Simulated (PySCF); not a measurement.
Members of one series of related molecules.

All values: PBE0/pcSseg-1 (PySCF) at GFN2-xTB geometries, gas phase, one conformer each.

Problem. Rank by LUMO energy, lowest first.
A. `C#CC[P@@]1(=O)CC=C(C)C1`
B. `C1=C(C[P@](=O)(C1)CC)C`
C. `C1(CC)=CC[P@H](C1)=O`

Solution. C (0.03 eV), B (0.22 eV), A (0.37 eV).

Problem. Rank by the highest Hirshfeld charge on any atom, lowest value first.
A. `C1(CC)=CC[P@H](C1)=O`
B. `C#CC[P@@]1(=O)CC=C(C)C1`
C. `CC[P@@]1(=O)CC=C(C)C1`

Solution. A (+0.414 e), C (+0.438 e), B (+0.449 e).

All values together:

```json
{"SMILES": "CC1=CC[P@@H](=O)C1", "change": "parent", "formula": "C5H9OP", "μ (D)": "4.29", "HOMO (eV)": "-7.37", "LUMO (eV)": "0.09", "lowest IAO charge (e)": "-0.908 (O)", "highest IAO charge (e)": "+1.418 (P)", "lowest Hirshfeld charge (e)": "-0.409 (O)", "highest Hirshfeld charge (e)": "+0.416 (P)"}
{"SMILES": "C#CC[P@@]1(=O)CC=C(C)C1", "change": "H replaced by propargyl", "formula": "C8H11OP", "μ (D)": "3.84", "HOMO (eV)": "-7.15", "LUMO (eV)": "0.37", "lowest IAO charge (e)": "-0.914 (O)", "highest IAO charge (e)": "+1.524 (P)", "lowest Hirshfeld charge (e)": "-0.410 (O)", "highest Hirshfeld charge (e)": "+0.449 (P)"}
{"SMILES": "CC1=CC[P@](=O)(CC#N)C1", "change": "H replaced by CH2CN", "formula": "C7H10NOP", "μ (D)": "1.19", "HOMO (eV)": "-7.31", "LUMO (eV)": "0.04", "lowest IAO charge (e)": "-0.902 (O)", "highest IAO charge (e)": "+1.530 (P)", "lowest Hirshfeld charge (e)": "-0.401 (O)", "highest Hirshfeld charge (e)": "+0.451 (P)"}
{"SMILES": "CC[P@@]1(=O)CC=C(C)C1", "change": "H replaced by C2H5", "formula": "C7H13OP", "μ (D)": "4.38", "HOMO (eV)": "-7.13", "LUMO (eV)": "0.22", "lowest IAO charge (e)": "-0.924 (O)", "highest IAO charge (e)": "+1.518 (P)", "lowest Hirshfeld charge (e)": "-0.418 (O)", "highest Hirshfeld charge (e)": "+0.438 (P)"}
{"SMILES": "CCC1=CC[P@@H](=O)C1", "change": "CH3 replaced by C2H5", "formula": "C6H11OP", "μ (D)": "4.32", "HOMO (eV)": "-7.35", "LUMO (eV)": "0.03", "lowest IAO charge (e)": "-0.907 (O)", "highest IAO charge (e)": "+1.420 (P)", "lowest Hirshfeld charge (e)": "-0.408 (O)", "highest Hirshfeld charge (e)": "+0.414 (P)"}
```

Conformers: `[CH3:1][C:2]1=[CH:3][CH2:4][P@@H:5](=[O:6])[CH2:7]1` with C2–C3–C4–P5 18°, C3–C4–P5–O6 -150°, C4–P5–C7–C2 23°, C1–C2–C7–P5 163°; `[CH:1]#[C:2][CH2:3][P@@:4]1(=[O:5])[CH2:6][CH:7]=[C:8]([CH3:9])[CH2:10]1` with C2–C3–P4–O5 180°; `[CH3:1][C:2]1=[CH:3][CH2:4][P@:5](=[O:6])([CH2:7][C:8]#[N:9])[CH2:10]1` with C4–P5–C7–C8 -55°, C2–C3–C4–P5 16°, C3–C4–P5–O6 -148°, C4–P5–C10–C2 22°, C1–C2–C10–P5 162°; `[CH3:1][CH2:2][P@@:3]1(=[O:4])[CH2:5][CH:6]=[C:7]([CH3:8])[CH2:9]1` with C1–C2–P3–O4 179°, C2–P3–C5–C6 90°, P3–C5–C6–C7 15°, C6–C7–C9–P3 -15°, C2–P3–C9–C7 -90°; `[CH3:1][CH2:2][C:3]1=[CH:4][CH2:5][P@@H:6](=[O:7])[CH2:8]1` with C1–C2–C3–C4 -112°, C3–C4–C5–P6 20°, C4–C5–P6–O7 -154°, C5–P6–C8–C3 27°, C2–C3–C8–P6 160°.

Problem. Give the shifts from the parent, `CC1=CC[P@@H](=O)C1`.

Solution. 
```csv
SMILES,change in μ (D),change in HOMO (eV),change in LUMO (eV)
C#CC[P@@]1(=O)CC=C(C)C1,-0.45,+0.22,+0.28
CC1=CC[P@](=O)(CC#N)C1,-3.10,+0.06,-0.05
CC[P@@]1(=O)CC=C(C)C1,+0.09,+0.24,+0.13
CCC1=CC[P@@H](=O)C1,+0.03,+0.02,-0.06
```
